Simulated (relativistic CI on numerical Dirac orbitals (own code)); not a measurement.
Method of calculation: Dirac-Coulomb-Breit CI, orbitals from a KLI potential per configuration, model QED (radiative potential, 1s self-energy scaled to tabulated hydrogen-like ionisation energies), unscaled Slater integrals (own radial code, finite nucleus).

The strongest absorption lines from the ground level of an ion, among the configurations computed and to levels below about 451 eV (vacuum wavelength in nm, gf): 3.3707 (8.9e-05), 3.4564 (4.7e-06), 3.9992 (0.2), 4.0819 (0.087), 6.3483 (2.4e-06), 6.6978 (0.00015), 19.208 (1.3), 29.032 (0.068).

**Question.** Which ion is it?
A. In19+
B. Ag17+
C. I23+
D. Sb21+

**Answer.** D. Sb21+ has 30 electrons and the ground level 4s² ¹S0; the strongest line goes to 4s4p ¹P°1. The pattern of lines fixes the number of electrons, and along that sequence the line energies rise steadily with the charge (about as its square where n changes within one kind of shell, about linearly where n is kept but much faster in heavy ions where fine structure, which grows about as Z⁴, sets the gap, and irregularly where shells cross), which fixes Z. Configurations outside the model, such as inner-shell arrays, can give stronger lines. At this charge energies of transitions that change n are usually good to better than 1 %, and those within a shell (Δn = 0) to a few per cent.

LS names give the leading component of a level, which can be under half, so a name can repeat, a term be missing and a line seem to break the LS rules.
